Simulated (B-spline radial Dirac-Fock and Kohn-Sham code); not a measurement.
K-line shifts caused by a second vacancy in Fe³⁺

System: Fe³⁺, [Ar] 3d5, inside a Watson sphere of charge -3 and radius 2.7 Å (a model of the Madelung potential; inside it an electron's potential energy is raised by 16.0 eV).

Method: Dirac-Fock energy differences between relaxed states, corrected for Breit and QED terms. Computed with a radial atomic solver. Each two-hole energy is an average over J within one jj subconfiguration, not an observable level; in light atoms, where LS coupling holds, the j-resolved values are not observed lines, and for a K spectator the Kα1 hypersatellite is nearly forbidden. No correlation.

Lines without a spectator: Kα2 (K-L2) 6389.2 eV, Kα1 (K-L3) 6401.4 eV, Kβ3 (K-M2) 7056.3 eV, Kβ1 (K-M3) 7057.9 eV. Shifts in eV with one spectator hole (a dash: not computed, or left out as unreliable):

| spectator hole | Kα2 | Kα1 | Kβ3 | Kβ1 |
| --- | --- | --- | --- | --- |
| K (1s) | +272.5 | +274.6 | +340.7 | +341.0 |
| L2 (2p1/2) | +25.00 | +30.6 | – | +70.6 |
| L3 (2p3/2) | +28.57 | +27.35 | +68.4 | – |
| M2 (3p1/2) | – | +2.27 | +5.88 | +7.47 |
| M3 (3p3/2) | +2.08 | – | +7.11 | +6.69 |

With n spectator holes in 2p, averaged over the 2p shell (energies in eV):

```tsv
n	KαLⁿ	step	hypersatellite KαʰLⁿ
0	6397.3	–	6671.2
1	6425.7	+28.4	6700.8
2	6455.3	+29.5	6731.6
3	6486.0	+30.7	6763.5
4	6517.8	+31.9	6796.6
5	6550.9	+33.0	6830.9
```
